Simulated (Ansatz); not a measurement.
Cost and result up the ladder for GaH2Cl (4 atoms). The state is a singlet with charge 0. Geometry: PBE-D4/def2-TZVP.

```xyz
4

Ga   -0.103    0.168    0.081
H    -0.116    1.435   -0.837
H    -0.730   -0.065    1.496
Cl    0.949   -1.538   -0.739
```

Ansatz on 4 threads of Arm Neoverse V1 on a shared host. Times are rough, and most runs start from the orbitals of an earlier one. ωB97M-V/def2-TZVP serves as the yardstick here, not as an exact answer. Differences are given only for rows in sets of like size (and for xTB, whose basis is part of the method), since another set adds its own error. Binding counts from free atoms at the same level (Ga doublet, H doublet, Cl doublet; other spins of the atoms weren't run), without zero-point energy or a counterpoise term.

The 6-31G sets use Cartesian d functions. B3LYP takes the VWN-RPA correlation. Correlated methods freeze 14 core orbitals; core or outer-core shells of Ga are correlated, in sets that lack core-valence functions.

Correlated methods converge slowly with the basis.

| level | functions | wall time | binding energy per atom (eV) | difference from ωB97M-V/def2-TZVP (eV) |
| --- | --- | --- | --- | --- |
| HF/6-31G | 46 | 0.2 s | 1.69 | – |
| LDA (SPW92)/def2-TZVP | 97 | 0.35 s | 2.69 | 0.28 |
| PBE-D4/def2-SVP | 60 | 0.35 s | 2.38 | – |
| MP2/def2-TZVP | 97 | 0.4 s | 2.36 | -0.05 |
| B3LYP-D4/6-31G | 46 | 0.45 s | 2.29 | – |
| PBE-D4/def2-TZVP | 97 | 0.5 s | 2.38 | -0.03 |
| PBE0-D4/def2-SVP | 60 | 0.5 s | 2.38 | – |
| B3LYP-D4/def2-TZVP | 97 | 0.6 s | 2.37 | -0.05 |
| PBE0-D4/def2-TZVP | 97 | 0.85 s | 2.38 | -0.03 |
| r2SCAN-D4/def2-TZVP (with forces) | 97 | 1.4 s | 2.44 | 0.03 |
| r2SCANh-D4/def2-TZVP | 97 | 1.4 s | 2.43 | 0.02 |
| ωB97M-V/def2-TZVP | 97 | 1.8 s | 2.41 | 0.00 |
| CCSD(T)/def2-TZVPP | 118 | 1.9 s | 2.40 | -0.01 |
| B97M-V/def2-TZVP | 97 | 1.9 s | 2.48 | 0.07 |
